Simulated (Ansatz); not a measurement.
Consider the cleavage of the As–Si bond: `[SiH3][AsH2]` + `O[SiH3]` → `[SiH3]O[AsH2]` + SiH₄.

Gas-phase electronic energies from Ansatz, PBE0-D4/def2-TZVP geometries. CCSD(T)/CBS is the MP2 limit (def2-TZVPP, def2-QZVPP) plus CCSD(T) − MP2 in def2-TZVPP, frozen cores. This one scheme is used for every species. Functionals use def2-TZVPP. For As outer-core shells are correlated without core-valence functions, which leaves a few kJ/mol of doubt a bond. Scalar relativity is left out up to krypton.

CCSD(T)/CBS gives +0.61 eV.

Q: Another level gave +0.69 eV. Which?
A. BLYP/def2-TZVPP
B. PBE0/def2-TZVPP
C. RPA@PBE/def2-TZVPP
D. CCSD/def2-TZVPP

A: B. PBE0 0.69, BLYP 0.49, CCSD/def2-TZVPP 0.55, RPA@PBE/def2-TZVPP 0.44 eV.

Q: What do rigid-rotor, harmonic-oscillator terms from PBE0-D4/def2-TZVP frequencies (298.15 K, 1 bar) make of the CCSD(T)/CBS value? (Estimate.)

A: The calculation gave: ΔZPE = -0.07 eV, ΔH = +0.55 eV, ΔS = -8 J/(mol·K), ΔG = +0.57 eV. Modes under 50 cm⁻¹ make the entropy rough.

Largest T1 diagnostic among the species: 0.012.

In def2-TZVPP, CCSD(T) changes the Hartree–Fock value by +0.13 eV (the triples alone add +0.01 eV) and MP2 by +0.16 eV. From r2SCAN to r2SCAN0 (25 % exact exchange), in def2-TZVPP and without D4, ΔE moves by +0.04 eV.
